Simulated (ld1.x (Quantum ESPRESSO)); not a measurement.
**What one change does to a pseudopotential (Be (Z = 4), PAW)**

beryllium (Be), PAW, made with ld1.x (Quantum ESPRESSO) 7.5 (PBEsol, scalar-relativistic). Core none, reference 1s2 2s2 2p0. Waves: 1s (bound): rcut 0.65, rcutus 0.75 bohr; 2s (bound): rcut 0.65, rcutus 0.75 bohr; 2p (bound, empty): rcut 2.50, rcutus 2.95 bohr; 2p channel at 1.85 Ry: rcut 2.50, rcutus 2.95 bohr; 3d channel at 0.5 Ry: rcut 1.65, rcutus 2.15 bohr. Local part: all-electron potential smoothed inside 2.50 bohr (lloc = -1). Core correction: none. Augmentation charge: GAUSS, radius 0.50 bohr.

Change: wave 2p channel at 1.85 Ry: rcut 2.50, rcutus 2.95 bohr becomes 2p channel at 6.99 Ry: rcut 2.50, rcutus 2.95 bohr.

Cutoffs: the cutoffs (Ry, on a coarse ladder) from which the occupation-weighted sum of valence levels, in a spherical-Bessel basis at the reference potential, stays within 10 and 1 mRy of its value at 400 Ry; they do not see the model core or the augmentation charge, which bear on the density cutoff. Errors are all-electron minus pseudo energies relative to the spin-unpolarised reference configuration.

Q: How do hardness, ghosts and transferability respond?

A: The potential gets neither clearly harder nor softer (140 Ry and 180 Ry → 140 Ry and 180 Ry); a bound ghost appears in p, which as a rule spoils a file; the number of tests that count goes from 6 to 3 (the test run of the changed file stopped, so its transferability is not established); the errors of the 3 common tests hardly move; the range in which the p phases agree narrows (upper end 3.9 → -0.1).

| quantity | base | changed |
| --- | --- | --- |
| cutoff, loose | 140 Ry | 140 Ry |
| cutoff, tight | 180 Ry | 180 Ry |
| bound ghosts | none | p |
| tests counted (converged, no solver errors) | 6 of 7 | 3 of 7 (the test run stopped) |
| error for 1s2 2s1 2p0, meV [ΔE 9.46 eV] | -0.9 | -0.9 |
| error for 1s2 2s0 2p0, meV [ΔE 27.18 eV] | -0.6 | -0.6 |
| error for 1s2 2s1.5 2p0, meV [ΔE 3.72 eV] | -0.2 | -0.2 |
| s: phases at 3.18 bohr within 0.05 rad from the reference energy up to (Ry; the scan ends near 5) | 1.7 | 1.7 |
| p: phases at 3.18 bohr within 0.05 rad from the reference energy up to (Ry; the scan ends near 5) | 3.9 | -0.1 |
| d: phases at 3.18 bohr within 0.05 rad from the reference energy up to (Ry; the scan ends near 5) | 3.7 | 3.7 |
| lowest overlap eigenvalue by channel | s 0.53, p 0.91, d 0.90 | s 0.53, p 0.14, d 0.90 |

Base: Tests not counted: 1s1 2s2 2p0 (solver errors, printed error -50.1 eV). Changed file: These tests converged, but a pseudo level misses the all-electron one widely, so the file describes the atom poorly there or has found another state: 1s2 2s0 2p0: empty 2p by 3.8 eV. A true bound ghost makes a file unfit for plane-wave use even where its test errors are small: the radial tests pick states by their node count and pass the ghost by.
